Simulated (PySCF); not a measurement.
A calculated (CAM-B3LYP, PySCF 2.14, def2-QZVPPD, no relativity, point nucleus) atom or ion has these occupied shells.

| shell | electrons | orbital energy (eV) | rms radius, mean of both spins (bohr) |
| --- | --- | --- | --- |
| 1s α | 1 | -8838.2 | 0.0612 |
| 1s β | 1 | -8838.2 | 0.0612 |
| 2s α | 1 | -1105.6 | 0.259 |
| 2s β | 1 | -1104.0 | 0.259 |
| 2p α | 3 | -974.94 | 0.230 |
| 2p β | 3 | -973.69 | 0.230 |
| 3s α | 1 | -165.96 | 0.768 |
| 3s β | 1 | -162.79 | 0.768 |
| 3p α | 3 | -124.77 | 0.804 |
| 3p β | 3 | -121.36 | 0.804 |
| 3d α | 5 | -55.051 | 0.957 |
| 3d β | 3 | -53.061 | 0.957 |

(1) Name the element and its charge.

Results:

(1) Cu³⁺ (copper, charge +3), in [Ar] 3d8, high-spin 3F determinant.
